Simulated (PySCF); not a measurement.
A structure optimised at PBE-D3(BJ)/def2-SVP, used in a PySCF frequency run:

```xyz
4

Sn     0.0000     0.0000    -0.3747
O      0.0000     0.0000    -2.2328
Cl     0.0000    -1.8539     1.0764
Cl     0.0000     1.8539     1.0764
```
Charge 0, spin multiplicity 1.

Question: Write its SMILES, formula and point group.

Answer: [O]=[Sn]([Cl])[Cl], Cl2OSn, C2v

Question: What are its rotational constants (standard atomic weights)?

Answer: 2.8311, 2.0741, 1.1971 GHz
